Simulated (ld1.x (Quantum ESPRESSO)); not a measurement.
Pseudopotential generation for Cl: ultrasoft, PBEsol, scalar-relativistic.

```json
{"Element": "chlorine (Cl)", "Generator": "ld1.x (Quantum ESPRESSO) 7.5", "Type": "ultrasoft", "Functional": "PBEsol", "Relativity": "scalar-relativistic", "Frozen core": "[Ne]", "Valence charge": "7", "Reference configuration": "3s2 3p5", "Partial waves": "3s (bound): rcut 1.45, rcutus 1.55 bohr; 3s channel at 3.15 Ry: rcut 1.45, rcutus 1.55 bohr; 3p (bound): rcut 1.20, rcutus 1.45 bohr; 3p channel at 1.15 Ry: rcut 1.20, rcutus 1.45 bohr; 3d channel at -0.1 Ry: rcut 1.05, rcutus 1.25 bohr", "Local potential": "all-electron potential smoothed inside 1.00 bohr (lloc = -2)", "Core correction": "Bessel-smoothed model core inside 1.28 bohr", "Augmentation charge": "built from norm-conserving waves at rcut, not smoothed further"}
```

Poles of the logarithmic derivatives, all-electron (AE) and pseudo (PS). s: poles at 1.3 (AE) and -0.7, 3.2 (PS) Ry. p: poles at 2.6 (AE) and 2.6 (PS) Ry. d: poles at 3.9 (AE) and 3.9 (PS) Ry. Test radius 1.71 bohr.

- Configuration tests: test run stopped at test 1 of 7 (negative rho)
- Lowest eigenvalue of the overlap operator: 0.34 (s channel)

A Bessel basis up to 400 Ry misses an occupied level by 0.57 Ry, so cutoffs and ghosts were not judged.
